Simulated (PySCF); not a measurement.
**How methods differ on the excitation energy of Pd**

Pd [Kr] 4d10 (1S) → Pd [Kr] 4d9 5s1 (3D), as a difference of total energies. Calculation: PySCF 2.14, in aug-cc-pVTZ-PP with one added diffuse shell each of s, p, d, f, g type with ECP28MDF (7s7p6d4f3g, 113 functions); scalar relativity through the core potential. Correlated levels: valence: 4s2 4p6 frozen. The calculations carry no spin-orbit coupling.

```json
{"method": "UHF", "excitation energy (eV)": "-0.092"}
{"method": "LDA", "excitation energy (eV)": "0.946"}
{"method": "PBE", "excitation energy (eV)": "0.814"}
{"method": "PBE0", "excitation energy (eV)": "0.741"}
{"method": "r2SCAN", "excitation energy (eV)": "0.569"}
{"method": "B3LYP", "excitation energy (eV)": "0.747"}
{"method": "TPSSh", "excitation energy (eV)": "0.684"}
{"method": "revPBE", "excitation energy (eV)": "0.809"}
{"method": "MP2 (valence)", "excitation energy (eV)": "1.278"}
{"method": "SCS-MP2 (valence)", "excitation energy (eV)": "1.237"}
```

Task: How much does correlation contribute at MP2 (valence)?

Result: 1.278 − (-0.092) = 1.370 eV, measured against UHF.
